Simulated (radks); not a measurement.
Q: Neutral thallium is in [Hg] 6p1. All-electron calculation, scalar-relativistic Kohn-Sham, PBE, spin-polarised, spherical densities, finite nucleus; Fermi nuclear charge, rms radius of each element as measured or else 0.836 A^(1/3) + 0.57 fm. Program: a radial shooting solver on a logarithmic mesh with Libxc functionals. Open shells are filled with parallel spins first. One electron is removed from 6p, 5d, 6s, 5p in turn, with full relaxation. Which removal costs least, and what does each cost?

A: 6p 5.319 eV; 6s 12.867 eV; 5d 20.962 eV; 5p 82.686 eV. The 6p electron leaves first.
